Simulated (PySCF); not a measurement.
Ti(OH)3(SH) (H₄O₃STi), SMILES [OH][Ti]([OH])([OH])[SH], multiplicity 1.

Geometry optimised at B3LYP-D3(BJ)/def2-SVP. The multiplicity is an assumed one; no other spin state was optimised. The structure was generated by enumeration; whether it is a known compound was not checked. Other conformers were not sampled.

Level of theory: ωB97X/def2-TZVP run with PySCF.

The molecule is in vacuum.

| Item | Result |
|---|---|
| total energy | -1475.99124 hartree |
| highest occupied level | -9.59 eV |
| lowest empty level | 0.38 eV |
| orbital gap | 9.96 eV |
| dipole moment | 1.94 D |
| quadrupole, principal values (traceless, Buckingham form, about the centre of nuclear charge) | -15.76, 5.37, 10.39 D·Å |
| mean static polarisability | 65.3 bohr³ (9.68 Å³) |
| polarisability, principal values | 58.8, 61.3, 75.9 bohr³ |
